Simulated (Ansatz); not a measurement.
Start from `C[O][W](=[O])([OH])=[S]` and change one atom or group to get `C[O][W](=[O])([F])=[S]`.

Ansatz, PBE0-D4/def2-TZVP geometries, multiplicity 1. Each molecule was computed in one conformer, which needn't be the lowest.

Elements past krypton have def2 core potentials.

```csv
property,`C[O][W](=[O])([OH])=[S]`
size of the dipole moment (ωB97M-V/def2-TZVPP) / D,3.29
size of the dipole moment (B3LYP/def2-TZVPP) / D,3.27
HOMO energy (B3LYP/def2-TZVPP) / eV,-7.19
HOMO energy (PBE0/def2-TZVPP) / eV,-7.43
HOMO–LUMO gap (ωB97M-V/def2-TZVPP) / eV,9.60
HOMO–LUMO gap (PBE0/def2-TZVPP) / eV,5.44
```

(1) Give the same properties after the change, and the shifts. (An estimate is asked.)

Results:

(1) The calculation gave: 
```tsv
property	`C[O][W](=[O])([F])=[S]`	shift
size of the dipole moment (ωB97M-V/def2-TZVPP) / D	3.87	0.58
size of the dipole moment (B3LYP/def2-TZVPP) / D	3.91	0.64
HOMO energy (B3LYP/def2-TZVPP) / eV	-7.56	-0.37
HOMO energy (PBE0/def2-TZVPP) / eV	-7.81	-0.38
HOMO–LUMO gap (ωB97M-V/def2-TZVPP) / eV	9.60	0.00
HOMO–LUMO gap (PBE0/def2-TZVPP) / eV	5.43	-0.01
```

The zero-point energy changes by -28.4 kJ/mol with -3 modes. Dipoles are sizes alone; their direction can turn.

B3LYP here is the variant with VWN-RPA as its local correlation; programs differ in this.

Positive LUMOs are unbound, so they and the gaps depend on the basis.
